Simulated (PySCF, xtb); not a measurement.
C₃H₇Si, SMILES C1C[SiH]C1, multiplicity 2.

Harmonic wavenumbers (cm⁻¹) from xtb 6.7.1 with GFN2-xTB at its own minimum, in rising order: 101, 451, 506, 549, 672, 700, 726, 795, 880, 986, 998, 1051, 1147, 1176, 1200, 1224, 1283, 1476, 1478, 1503, 2179, 2967, 2985, 2985, 3000, 3004, 3009.

Question: What does PBE0-D3(BJ)/def2-SVP in PySCF give at its own minimum? (An estimate is asked for; the answer gives what the named calculation found.)

Answer: 161, 414, 546, 587, 642, 674, 787, 804, 895, 932, 968, 983, 1053, 1136, 1195, 1226, 1279, 1410, 1427, 1460, 2138, 3043, 3092, 3092, 3117, 3169, 3169. Paired by order, the mean absolute difference is 57 cm⁻¹ and the zero-point energies are 55.8 and 56.3 kcal/mol.
